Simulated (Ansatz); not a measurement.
Calculation: frozen-core CCSD(T)/cc-pVTZ // B3LYP-D3(BJ)/def2-TZVP (Ansatz, a program for electronic structure). The restricted HF reference is unstable towards unrestricted orbitals.

Ansatz 0.2 input:
```yaml
crystal:
  periodic: [false, false, false]
  atoms:
    - { symbol: C, position_ang: [1.586322, -0.348509, -1.003781] }
    - { symbol: C, position_ang: [0.319142, -0.077312, -0.353635] }
    - { symbol: C, position_ang: [-0.738875, 0.128573, 0.1854] }
    - { symbol: C, position_ang: [-1.986122, 0.431649, 0.834642] }
    - { symbol: O, position_ang: [-2.861556, -0.375595, 1.043927] }
    - { symbol: H, position_ang: [1.629358, -1.37561, -1.370039] }
    - { symbol: H, position_ang: [2.412929, -0.197627, -0.305917] }
    - { symbol: H, position_ang: [1.73735, 0.326345, -1.849023] }
    - { symbol: H, position_ang: [-2.098554, 1.488081, 1.141748] }
basis:
  gaussian: { orbitals: cc-pVTZ }
correlation:
  method: ccsd_t
```

Output:

```
Functional definition: HF
1190 factors; integrals over basis functions are off by at most 9.0e-4 eV
mean field evaluation 1: about -6218.3456 eV, gradient 4.0e1 eV
mean field evaluation 2: about -6218.6952 eV, gradient 4.0e1 eV
mean field evaluation 4: about -6222.3458 eV, gradient 5.4e0 eV
mean field evaluation 8: about -6222.4496 eV, gradient 6.4e-1 eV
mean field evaluation 16: about -6222.4522 eV, gradient 4.7e-6 eV
mean field -6222.45217073 eV, -228.6708995447 hartree, gradient 4.7e-6 eV, S^2 0.000000; 0 other end points of the search recorded, 0 dependent functions left out; unrestricted orbitals would lower it
5 core orbitals not correlated
reference -6222.45217073 eV, -228.6708995447 hartree; 13, 13 occupied and 188, 188 virtual orbitals, 1190 factors
second order -23.27918595 eV of doubles, -0.00000000 eV of singles
cycle   1  -22.96314845 eV  change    3.2e-1 eV  update   1.2e-1
cycle   2  -23.62889451 eV  change   -6.7e-1 eV  update   4.0e-2
cycle   3  -23.79527725 eV  change   -1.7e-1 eV  update   2.0e-2
cycle   4  -23.78942987 eV  change    5.8e-3 eV  update   5.9e-3
cycle   5  -23.78937912 eV  change    5.1e-5 eV  update   2.8e-3
cycle   6  -23.79147932 eV  change   -2.1e-3 eV  update   9.0e-4
cycle   7  -23.79131392 eV  change    1.7e-4 eV  update   4.1e-4
cycle   8  -23.79114843 eV  change    1.7e-4 eV  update   1.4e-4
cycle   9  -23.79117695 eV  change   -2.9e-5 eV  update   5.8e-5
cycle  10  -23.79116833 eV  change    8.6e-6 eV  update   2.1e-5
perturbative correction -1.15847628 eV, -0.0425732181 hartree
Total energy: -6247.40181534 eV, -229.5877820726 hartree
```

Cost: around 3 core-minutes (rough).
